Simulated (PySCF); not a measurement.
Compound: C6H7F4NSi.
Numbering: `[F:1][CH2:2][c:3]1[cH:4][n:5]([SiH3:6])[cH:7][c:8]1[C:9]([F:10])([F:11])[F:12]`

Geometry (GFN2-xTB, Å), atoms numbered from 1 in this order:
```xyz
19
C6H7F4NSi angstrom
F     -1.5893   -2.6903   -1.0150
C     -1.9240   -1.4333   -0.5784
C     -0.7001   -0.6457   -0.2543
C      0.6036   -1.0358   -0.3416
N      1.4241   -0.0183    0.0602
Si     3.1863   -0.0836    0.0610
C      0.6406    1.0350    0.4045
C     -0.6745    0.6950    0.2280
C     -1.8634    1.5377    0.4869
F     -1.5473    2.7718    0.9052
F     -2.6405    1.6951   -0.6062
F     -2.6783    1.0151    1.4286
H     -2.5606   -1.5610    0.3058
H     -2.5042   -0.9595   -1.3796
H      1.0035   -1.9752   -0.6630
H      3.6270    0.0024   -1.3305
H      3.5293   -1.3642    0.6723
H      3.5988    1.0667    0.8565
H      1.0592    1.9574    0.7524
```

NICS = −σ at a ghost point: NICS(0) at the centroid of the ring atoms, NICS(1) 1 Å to either side along the normal of their mean plane, zz for the tensor component along that normal. Level: GIAO PBE0/pcSseg-1 (PySCF, non-relativistic, gas phase) on the GFN2-xTB geometry, one conformer.

Ring bond lengths (Å), with Mayer bond orders in brackets: C3–C4 1.364 (1.60), C4–N5 1.367 (1.09), N5–C7 1.357 (1.14), C7–C8 1.370 (1.52), C8–C3 1.425 (1.27).

Task: What do the NICS probes read (ppm)?

Result: 
```
          ring                                               type  NICS(0)  NICS(1), two faces  NICS(1)zz, two faces  rms pucker (Å)  centre to ring atoms, mean (Å)
C3–C4–N5–C7–C8  5-membered ring with N; formal bonds all aromatic    -12.6       -10.4 / -10.5         -26.3 / -26.7            0.00                            1.17
```

Task: What do they say, and how far can they be read as aromaticity?

Result: 
- C3–C4–N5–C7–C8: mean NICS(1)zz -26.5 ppm, shielded. For a flat ring without four-coordinate atoms the NICS criterion counts such a value as aromatic.

Task: And the bond-length index? HOMA = 1 − mean of α(R − Ropt)² over the ring bonds, with Krygowski's 1993 parameters (CC: Ropt 1.388 Å, α 257.7 Å⁻²; CN: Ropt 1.334 Å, α 93.52 Å⁻²).

Result: 
- C3–C4–N5–C7–C8: HOMA 0.85; the largest term is that of C8–C3, α(R − Ropt)² = 0.35. The geometric and the magnetic index point the same way.

Task: What field does 11.7 T along the ring normal induce along that normal at the first NICS(1) probe listed for ring C3–C4–N5–C7–C8, 1 Å off the ring?

Result: NICSzz × B0 = -26.3 ppm × 11.7 T = -308 μT, against the applied field.

Task: Give the inner angles of the rings and the Hirshfeld charges of the ring atoms.

Result: 
- C3–C4–N5–C7–C8: C3 105.9° (-0.042 e), C4 110.0° (-0.032 e), N5 107.8° (-0.098 e), C7 109.2° (-0.022 e), C8 107.1° (-0.085 e); sum 540.0° against 540° for a flat convex ring.

Task: What are the shieldings of the ring atoms and their hydrogens in the same run (means over atoms taken as equivalent)?

Result: 
```json
{"atoms": "C3", "environment": "substituted aromatic carbon", "σ isotropic (ppm)": "54.7", "principal values of the symmetric part, first atom (ppm)": "-14.6, 39.8, 139.1"}
{"atoms": "C4", "environment": "aromatic CH next to a ring nitrogen", "σ isotropic (ppm)": "62.0", "principal values of the symmetric part, first atom (ppm)": "-9.1, 60.5, 134.5"}
{"atoms": "N5", "environment": "pyrrole-type nitrogen", "σ isotropic (ppm)": "104.1", "principal values of the symmetric part, first atom (ppm)": "10.0, 87.1, 215.4"}
{"atoms": "C7", "environment": "aromatic CH next to a ring nitrogen", "σ isotropic (ppm)": "56.2", "principal values of the symmetric part, first atom (ppm)": "-15.9, 54.9, 129.6"}
{"atoms": "C8", "environment": "substituted aromatic carbon", "σ isotropic (ppm)": "66.6", "principal values of the symmetric part, first atom (ppm)": "4.9, 58.1, 136.9"}
{"atoms": "H15", "environment": "aromatic hydrogen", "σ isotropic (ppm)": "24.92", "principal values of the symmetric part, first atom (ppm)": "20.3, 25.8, 28.7"}
{"atoms": "H19", "environment": "aromatic hydrogen", "σ isotropic (ppm)": "24.78", "principal values of the symmetric part, first atom (ppm)": "20.4, 25.4, 28.5"}
```
